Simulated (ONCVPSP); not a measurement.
**strontium (Sr): excitation energies, all-electron against ONCV**

- Element: Sr
- Generator: ONCVPSP 4.0.1
- Type: optimised norm-conserving Vanderbilt (ONCV)
- Functional: PBE
- Relativity: fully relativistic
- Frozen core: [Ar] 3d10
- Valence charge: 10
- Reference configuration: 4s2 4p6 5s2
- Partial waves: 4s+5s: rc 2.00 bohr, ncon 4, nbas 7, qcut 6.7 1/bohr, 3 projectors, debl 2 Ha; 4p: rc 1.50 bohr, ncon 3, nbas 8, qcut 4.3 1/bohr, 2 projectors, debl 2.9 Ha; d scattering state at 0.05 Ha: rc 2.10 bohr, ncon 3, nbas 7, qcut 4.1 1/bohr, 3 projectors, debl 2 Ha
- Local potential: polynomial inside 1.20 bohr (lpopt 4, dvloc0 0 Ha)
- Core correction: polynomial model core, fcfact 0.7

Open shells are filled in proportion to 2j + 1.

Energies are relative to the spin-unpolarised reference configuration 4s2 4p6 5s2; without spin polarisation the order of configurations can differ from experiment.

(1) Give the all-electron excitation energy and the error of the potential for: 4s2 4p6 5s1; 4s2 4p6 5s0; 4s2 4p6 5s1.5; 4s2 4p5 5s2.

Levels in the configuration 4s2 4p6 5s1.5:

```json
{"level": "4s j=1/2", "all-electron (eV)": "-43.888", "pseudo (eV)": "-43.890"}
{"level": "4p j=3/2", "all-electron (eV)": "-25.432", "pseudo (eV)": "-25.428"}
{"level": "4p j=1/2", "all-electron (eV)": "-26.595", "pseudo (eV)": "-26.591"}
{"level": "5s j=1/2", "all-electron (eV)": "-5.860", "pseudo (eV)": "-5.860"}
```

## Answers

(1)

```
valence configuration  charge  ΔE all-electron (eV)  error AE − PS (meV)
          4s2 4p6 5s1      +1                 5.885                  0.0
          4s2 4p6 5s0      +2                16.890                 -0.7
        4s2 4p6 5s1.5    +0.5                 2.339                  0.0
          4s2 4p5 5s2      +1                28.324                 +2.1
```
